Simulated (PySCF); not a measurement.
CHCl, SMILES [CH]Cl (connectivity only; charge and spin as stated), neutral, multiplicity 1. Heavy atoms are numbered as in [CH:1][Cl:2]. Hydrogens are named by the atom that carries them.

Geometry optimised at PBE0-D3(BJ)/def2-TZVPD. The isomer is the one that the SMILES or the coordinates give; other isomers of the formula were not compared.

These are PBE0/pcSseg-2 run with PySCF values and carry that method's errors.

GIAO shieldings, no solvent; atoms alike by connectivity are averaged. δ = σ(ref) − σ: ¹³C against TMS (σ = 186.1 ppm); ³⁵Cl against HCl (σ = 943.3 ppm); ¹H against TMS (σ = 31.54 ppm), references at their B3LYP-D3(BJ)/def2-TZVP geometries, non-relativistic (without spin–orbit terms, shifts of atoms bonded to Cl or Br come out too high).

| atoms | nucleus | count | δ (ppm) |
|---|---|---|---|
| C1 (CH) | ¹³C | 1 | ___ |
| Cl2 | ³⁵Cl | 1 | 1742.6 |
| H on C1 | ¹H | 1 | 32.25 |

**Question.** Fill in the missing entries. (An estimate is asked for; the answer gives what the named calculation found.)

**Answer.** 
- C1 (CH), δ (ppm): 1010.6
